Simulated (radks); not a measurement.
Initial-state core-level shifts of the calcium ion Ca+ when its valence configuration changes from [Ar] 4s1. Method: Dirac Kohn-Sham, PBEsol, spin-unpolarised, spherical densities, finite nucleus; open shells fill j = l - 1/2 first; Fermi nuclear charge, rms radius 3.4776 fm; computed with a radial shooting solver on a logarithmic mesh with Libxc functionals. Shifts are changes of the shell-averaged eigenvalues in eV (positive: less bound); the change of the density at the nucleus, which sets a Mossbauer isomer shift, is in e/bohr^3, on a base of 6146.

| valence | 1s | 2p | 3s | 3p | density at nucleus |
|---|---|---|---|---|---|
| 3d1 | +3.794 | +4.429 | +3.999 | +3.779 | -3.6748 |
| 4p1 | -1.269 | -1.273 | -1.251 | -1.223 | -2.8928 |
| 3d0.5 4s0.5 | +2.126 | +2.480 | +2.206 | +2.082 | -2.0048 |
| 3d0.5 4p0.5 | +1.502 | +1.864 | +1.586 | +1.473 | -3.3671 |
